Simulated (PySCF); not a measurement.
Si(Br)(Me)(OH)2 (CH5BrO2Si), SMILES C[Si](O)(O)Br.

The structure is a stationary point at B3LYP-D3(BJ)/def2-SVP. Other conformers were not sampled.

The numbers are results of PySCF with TDDFT-PBE/def2-SVPD, not measurements.

Vertical excitations. Gas-phase values at a fixed geometry.

```json
[
 {"state": "S1", "energy (eV)": "6.31", "λ (nm)": "196", "f": "0.029", "main pairs": "HOMO→LUMO 98 %"},
 {"state": "S2", "energy (eV)": "6.37", "λ (nm)": "195", "f": "0.049", "main pairs": "HOMO−1→LUMO 97 %"},
 {"state": "S3", "energy (eV)": "6.89", "λ (nm)": "180", "f": "0.058", "main pairs": "HOMO−2→LUMO 94 %"},
 {"state": "S4", "energy (eV)": "7.09", "λ (nm)": "175", "f": "0.020", "main pairs": "HOMO→LUMO+1 77 %, HOMO−1→LUMO+1 17 %"},
 {"state": "S5", "energy (eV)": "7.11", "λ (nm)": "174", "f": "0.010", "main pairs": "HOMO−1→LUMO+1 65 %, HOMO→LUMO+1 18 %, HOMO−1→LUMO+2 11 %"},
 {"state": "S6", "energy (eV)": "7.19", "λ (nm)": "172", "f": "0.016", "main pairs": "HOMO−1→LUMO+2 79 %, HOMO→LUMO+2 12 %"},
 {"state": "S7", "energy (eV)": "7.24", "λ (nm)": "171", "f": "0.008", "main pairs": "HOMO→LUMO+2 73 %"},
 {"state": "S8", "energy (eV)": "7.45", "λ (nm)": "166", "f": "0.019", "main pairs": "HOMO−3→LUMO 75 %, HOMO−2→LUMO+1 23 %"},
 {"state": "S9", "energy (eV)": "7.58", "λ (nm)": "164", "f": "0.072", "main pairs": "HOMO−2→LUMO+1 60 %, HOMO−3→LUMO 15 %, HOMO−1→LUMO+3 12 %"},
 {"state": "S10", "energy (eV)": "7.66", "λ (nm)": "162", "f": "0.000", "main pairs": "HOMO→LUMO+3 97 %"},
 {"state": "T1", "energy (eV)": "6.18", "λ (nm)": "201", "f": "0", "main pairs": "HOMO→LUMO 99 %"},
 {"state": "T2", "energy (eV)": "6.20", "λ (nm)": "200", "f": "0", "main pairs": "HOMO−1→LUMO 99 %"},
 {"state": "T3", "energy (eV)": "6.66", "λ (nm)": "186", "f": "0", "main pairs": "HOMO−2→LUMO 97 %"},
 {"state": "T4", "energy (eV)": "6.72", "λ (nm)": "185", "f": "0", "main pairs": "HOMO→LUMO+1 89 %"}
]
```
Triplets are in the Tamm–Dancoff approximation, which puts them higher than full response would, so one can lie above its singlet here.
